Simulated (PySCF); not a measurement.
**Field gradients at the hydrogen positions**

Species: C4H7FOSi.
SMILES with atom numbers: `[CH3:1][O:2][Si@@H:3]1[CH2:4][CH:5]=[C:6]1[F:7]` (hydrogens: H8, H9, H10 on C1; H11 on Si3; H12, H13 on C4; H14 on C5)

Geometry (GFN2-xTB, Å), atoms numbered from 1 in this order:
```xyz
14
C4H7FOSi angstrom
C      2.5556   -0.2092    0.3387
O      1.2036   -0.5722    0.3357
Si    -0.1235    0.3435    0.3614
C     -1.6917   -0.7307    0.1218
C     -1.9925    0.0363   -1.1406
C     -0.9662    0.8768   -1.2567
F     -0.7773    1.7842   -2.2443
H      2.7599    0.5311    1.1148
H      3.1406   -1.1087    0.5313
H      2.8401    0.2069   -0.6296
H     -0.0834    1.3659    1.4031
H     -1.5400   -1.7924   -0.0589
H     -2.4740   -0.6298    0.8703
H     -2.8520   -0.1022   -1.7742
```

Level: PBE0/pcSseg-1 (PySCF, non-relativistic); Q(2H) = 0.00286 b; rigid geometry, the same for H and D, with no vibrational averaging.

Question: Rank these positions by the coupling χzz of a deuteron there, largest first.
A. H12 (methylene hydrogen)
B. H14 (vinylic hydrogen)
C. H10 (methyl hydrogen)
D. H11 (Si–H hydrogen)

Answer: B (228 kHz), A (215 kHz), C (200 kHz), D (109 kHz).

Question: Give the electric field gradient Vzz (the principal value of largest size), its asymmetry and the 2H coupling at each hydrogen.

Answer: 
```json
{"atom": "H8", "bonded to": "C1", "bond length (Å)": "1.092", "Vzz (au)": "0.2974", "η": "0.09", "χzz (kHz)": "200"}
{"atom": "H9", "bonded to": "C1", "bond length (Å)": "1.090", "Vzz (au)": "0.3013", "η": "0.07", "χzz (kHz)": "202"}
{"atom": "H10", "bonded to": "C1", "bond length (Å)": "1.092", "Vzz (au)": "0.2973", "η": "0.08", "χzz (kHz)": "200"}
{"atom": "H11", "bonded to": "Si3", "bond length (Å)": "1.460", "Vzz (au)": "0.1615", "η": "0.03", "χzz (kHz)": "109"}
{"atom": "H12", "bonded to": "C4", "bond length (Å)": "1.088", "Vzz (au)": "0.3201", "η": "0.04", "χzz (kHz)": "215"}
{"atom": "H13", "bonded to": "C4", "bond length (Å)": "1.087", "Vzz (au)": "0.3212", "η": "0.04", "χzz (kHz)": "216"}
{"atom": "H14", "bonded to": "C5", "bond length (Å)": "1.077", "Vzz (au)": "0.3395", "η": "0.03", "χzz (kHz)": "228"}
```

Question: Average by the element that carries the hydrogen.

Answer: on C: 210 kHz over 6 positions, mean bond length 1.088 Å; on Si: 109 kHz over 1 position, mean bond length 1.460 Å.

Question: How does χzz go with the bond length over the 6 C–H bonds?

Answer: A straight-line fit has a slope of -19.1 kHz for each 0.01 Å, with a correlation coefficient of -0.94, over lengths from 1.077 to 1.092 Å. The longer bonds have the smaller couplings here.

Question: A static deuteron (I = 1) shows a doublet split by (3/2)χ, (3/4)χ(1 + η) and (3/4)χ(1 − η) with the field along z, y and x of the gradient. What are these for H14?

Answer: With |χ| = 228.1 kHz and η = 0.032: 342, 177 and 166 kHz, to first order and without motion.

Geometry: GFN2-xTB, one conformer, isolated molecule. GFN2-xTB bond lengths can be off by several hundredths of an ångström, more for odd bonds, and the gradients follow them. The small basis limits the accuracy of the gradients.
